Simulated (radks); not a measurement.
Task: Radial electron density D(r) = 4 pi r^2 rho(r) of an atom or ion with 21 electrons. All-electron calculation, scalar-relativistic Kohn-Sham, LDA (Slater exchange, Perdew-Wang correlation), spin-polarised, spherical densities, point nucleus. Program: a radial shooting solver on a logarithmic mesh with Libxc functionals.

r (bohr)  D(r) (e/bohr)  spin D(r)
0.005515          1.975    0.00102
0.006472          2.602    0.00134
0.007656          3.452    0.00177
0.009057          4.537    0.00232
0.01071           5.899    0.00300
0.01267           7.575    0.00383
0.01499           9.583    0.00479
0.01774           11.91    0.00588
0.02098           14.51    0.00701
0.02482           17.24    0.00808
0.02936           19.92    0.00891
0.03445           22.18    0.00927
0.04075           23.93    0.00894
0.04821           24.76    0.00767
0.05703           24.50    0.00535
0.06746           23.21    0.00221
0.0798            21.27   -0.00108
0.0944            19.38   -0.00328
0.1117            18.37   -0.00279
0.1321            18.86    0.00192
0.1563            20.91     0.0115
0.1848            23.72     0.0252
0.2169            25.83     0.0401
0.2566            26.02     0.0563
0.3035            23.38     0.0752
0.3591            18.42      0.105
0.4248            12.85      0.159
0.5025            8.672      0.248
0.5944            7.027      0.365
0.7031            7.522      0.485
0.8318            8.635      0.567
0.9839            8.862      0.585
1.155             7.753      0.551
1.366             5.672      0.504
1.616             3.535      0.489
1.911             1.976      0.515
2.261             1.113      0.550
2.675            0.7173      0.547
3.164            0.5145      0.475
3.743            0.3519      0.345
4.427            0.2047      0.204
5.237           0.09640     0.0963
6.195           0.03554     0.0355
7.27           0.009498    0.00950
8.6            0.001056    0.00106
10.17          0.005267    0.00527
12.03           0.01766     0.0177
14.24           0.02496     0.0250
16.84           0.01499     0.0150
19.92          0.001193    0.00119
23.57          0.006047    0.00605
27.88           0.03769     0.0377
32.98           0.06027     0.0603
38.7            0.03507     0.0351
45.78          0.007007    0.00701
54.15         0.0005231   0.000523

What is the nuclear charge?

Result: Z = 21. The innermost maximum, from 1s, lies near gamma/Z bohr with gamma = sqrt(1 - (Z/c)^2) = 0.988, here 0.0471 bohr (found: 0.0506), and its height grows with Z. The density is that of neutral scandium in [Ar] 3d1 4s1 6d1; the configuration itself is not fixed sharply by these data, and Z only to about a unit. D(r) has 5 maxima, at r = 0.0506, 0.239, 0.930, 14.1, 32.7 bohr, and minima at 0.115, 0.614 bohr, inside which lie 2.14, 10.41 electrons.
